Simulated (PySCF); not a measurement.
A side-by-side comparison of computed properties.

First species: C₇H₈.
Atom-mapped SMILES: `[CH:1]#[C:2][C:3]#[C:4][CH2:5][CH2:6][CH3:7]` (hydrogens: H8 on C1; H9, H10 on C5; H11, H12 on C6; H13, H14, H15 on C7)

Geometry (GFN2-xTB, Å), atoms numbered from 1 in this order:
```
atom  x, y, z in Å
C1     4.2004    0.4667   -0.3394
C2     3.0773    0.0932   -0.1176
C3     1.8070   -0.3235    0.1285
C4     0.6838   -0.6996    0.3587
C5    -0.6742   -1.1321    0.5938
C6    -1.6716   -0.3507   -0.2723
C7    -1.7151    1.1234    0.1089
H8     5.1786    0.7900   -0.5315
H9    -0.9152   -0.9916    1.6526
H10   -0.7478   -2.2011    0.3678
H11   -1.3869   -0.4508   -1.3222
H12   -2.6636   -0.7913   -0.1493
H13   -2.4042    1.6645   -0.5352
H14   -2.0452    1.2417    1.1392
H15   -0.7276    1.5691    0.0110
```

Second species: C₇H₈.
Atom-mapped SMILES: `[CH2:1]=[C:2]1[CH:3]=[C:4]1[CH:5]1[CH2:6][CH2:7]1` (hydrogens: H8, H9 on C1; H10 on C3; H11 on C5; H12, H13 on C6; H14, H15 on C7)

Geometry (GFN2-xTB, Å), atoms numbered from 1 in this order:
```
atom  x, y, z in Å
C1     2.3041   -0.7916    0.8071
C2     1.6454    0.1330    0.1500
C3     1.5661    1.3617   -0.6089
C4     0.4249    0.7166   -0.3771
C5    -1.0025    0.6033   -0.5100
C6    -1.6002   -0.7813   -0.6294
C7    -1.7791   -0.0138    0.6323
H8     1.8026   -1.6351    1.2512
H9     3.3729   -0.7430    0.9282
H10    2.0693    2.1915   -1.0423
H11   -1.4795    1.4041   -1.0642
H12   -0.9160   -1.6157   -0.6272
H13   -2.4454   -0.9028   -1.2890
H14   -2.7494    0.4022    0.8563
H15   -1.2176   -0.3210    1.5010
```

Levels: PBE0/def2-SVPD for dipole moment, HOMO energy, LUMO energy, HOMO–LUMO gap, static isotropic polarisability and electronic spatial extent ⟨r²⟩ about the centre of nuclear charge; TDDFT PBE0/def2-SVPD for lowest singlet excitation; TDA PBE0/def2-SVPD for lowest triplet excitation (Tamm–Dancoff); GFN2-xTB for rotational constant A and rotational constant C. Geometries: GFN2-xTB. Each species is one conformer at its optimised geometry, gas phase, non-relativistic unless stated; the electronic structure was computed with PySCF and density fitting.

Dipoles, sizes and rotational constants follow the conformer. The torsions of the flexible species, by atom-mapped SMILES:
- `[CH:1]#[C:2][C:3]#[C:4][CH2:5][CH2:6][CH3:7]`: C4–C5–C6–C7 -66°
- `[CH2:1]=[C:2]1[CH:3]=[C:4]1[CH:5]1[CH2:6][CH2:7]1`: C3–C4–C5–C6 146°

Problem. Which has the higher LUMO energy?

Solution. The second: -0.17 eV against -0.47 eV, a difference of 0.30 eV.

Problem. Which of the two has the higher ⟨r²⟩, and by how much?

Solution. The first: 1157 bohr² against 807 bohr², a difference of 350 bohr².

Problem. Which of the two has the higher HOMO energy, and by how much?

Solution. The second: -5.73 eV against -7.14 eV, a difference of 1.41 eV.

Problem. Which of the two has the higher rotational constant C, and by how much?

Solution. The second: 1.585 GHz against 0.993 GHz, a difference of 0.592 GHz.

Problem. Which has the higher rotational constant A?

Solution. The first: 7.457 GHz against 5.453 GHz, a difference of 2.004 GHz.

Problem. Which of the two has the higher T1 energy, and by how much?

Solution. The first: 3.81 eV against 3.41 eV, a difference of 0.40 eV.

Problem. Which has the higher S1 energy?

Solution. The first: 4.77 eV against 4.51 eV, a difference of 0.26 eV.

Problem. Which has the higher HOMO–LUMO gap?

Solution. The first: 6.67 eV against 5.56 eV, a difference of 1.11 eV.

On the first: The vertical singlet–triplet gap S1 − T1 is 0.96 eV (TDDFT singlet less Tamm–Dancoff triplet).

On the second: In atomic units the dipole is 1.01 e·bohr (1 au = 2.5417 D). S1 lies 1.05 eV below the HOMO–LUMO gap; its leading configuration is HOMO→LUMO, weight 0.98.
